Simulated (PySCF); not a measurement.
This PySCF input asks for the NMR shieldings of `[SiH3]CB1NBNBN1`, CH₁₀B₃N₃Si; the geometry comes from GFN2-xTB.

```python
import basis_set_exchange as bse
import numpy as np
from pyscf import gto, dft
from pyscf.prop import nmr

atoms = """
Si    2.720213    0.303591    0.538256
C     1.530545   -0.949841   -0.249987
B     0.034447   -0.433951   -0.198393
N    -0.471877    0.471671   -1.170953
B    -1.787481    0.992451   -1.137581
N    -2.619916    0.566612   -0.072130
B    -2.187520   -0.330589    0.935957
N    -0.858099   -0.808389    0.842780
H     2.411256    0.500439    1.958837
H     4.096377   -0.199589    0.427176
H     2.642251    1.595321   -0.153202
H     1.644914   -1.903949    0.266842
H     1.853119   -1.115807   -1.279230
H     0.143115    0.762902   -1.915852
H    -2.172841    1.742674   -1.956110
H    -3.562445    0.921904   -0.027493
H    -2.899993   -0.664300    1.808564
H    -0.524823   -1.444833    1.550868
"""
names = dict.fromkeys(["Si", "C", "B", "N", "H"], "pcSseg-1")
basis = {el: gto.basis.parse(bse.get_basis(n, elements=[el], fmt="nwchem")) for el, n in names.items()}
mol = gto.M(atom=atoms, basis=basis, charge=0, verbose=0)
mf = dft.RKS(mol, xc="PBE0")
mf.grids.level = 2
mf.grids.alignment = dft.numint.BLKSIZE   # the property module wants whole blocks of grid points
mf.conv_tol = 1e-9
mf.kernel()

calc = nmr.RKS(mf)   # GIAO
C = mf.mo_coeff
Co = C[:, mf.mo_occ > 0]
resp = mf.gen_response(singlet=True, hermi=2)
def vind(x):   # induced exchange potential for any number of trial vectors
    d = np.einsum("pi,xij,qj->xpq", C, 2 * x.reshape(-1, C.shape[1], Co.shape[1]), Co, optimize=True)
    return np.einsum("xpq,pi,qj->xij", resp(d - d.transpose(0, 2, 1)), C, Co, optimize=True).ravel()
mo1, _ = nmr.rhf.solve_mo1(calc, with_cphf=vind)
sigma = calc.kernel(mo1)
for i, s in enumerate(sigma):   # ppm
    print("%2d %-2s %9.2f" % (i, mol.atom_pure_symbol(i), np.trace(s) / 3))
```

Question: What are the results?

Answer: 
```
 0 Si    420.24
 1 C     186.59
 2 B      69.06
 3 N     124.68
 4 B      73.85
 5 N     124.24
 6 B      73.81
 7 N     124.74
 8 H      27.81
 9 H      27.54
10 H      27.81
11 H      31.53
12 H      31.43
13 H      26.21
14 H      27.02
15 H      25.91
16 H      27.03
17 H      26.17
```

These numbers come from an equivalent density-fitted implementation of the same equations, which agrees with the script to about 0.01 ppm for H and up to a few tenths of a ppm for heavy atoms, so last digits may differ.

Size and cost of the density-fitted run: 193 basis functions, 44 s wall time on 1 thread of an Intel Xeon Platinum 8488C, shared host; peak memory 0.85 GiB.
